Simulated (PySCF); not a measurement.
# From computed data to an observable: oscillator strength and radiative lifetime

C5H8O, SMILES C1CCC(C1)=O.

The structure is a stationary point at B3LYP-D3(BJ)/def2-SVP. The values are those of a single conformer.

PySCF with TDDFT-B3LYP/def2-SVPD puts the first singlet state with f over 0.02 at 7.12 eV (vertical), with the transition dipole (-0.060, -0.349, 0.000) in atomic units.

### Question
Find the oscillator strength, the wavelength and the radiative lifetime that this transition would have in vacuum if emission retraced absorption.

### Answer

|μ|² = 0.1254 au, so |μ| = 0.90 D. ΔE = 7.12/27.211 = 0.2617 hartree. f = (2/3) ΔE |μ|² = 0.022 (the program prints 0.022).
λ = 1239.84/7.12 = 174 nm; ν = 57427 cm⁻¹.
Einstein's coefficient A = 0.6670 ν² f s⁻¹ (ν in cm⁻¹) = 4.8e7 s⁻¹, so τ = 1/A = 21 ns. This state is S3; the lower singlets have f = 0.000, 0.013. The figure is the radiative limit of this one transition; relaxation, internal conversion, crossing to triplets and a medium change what is measured.
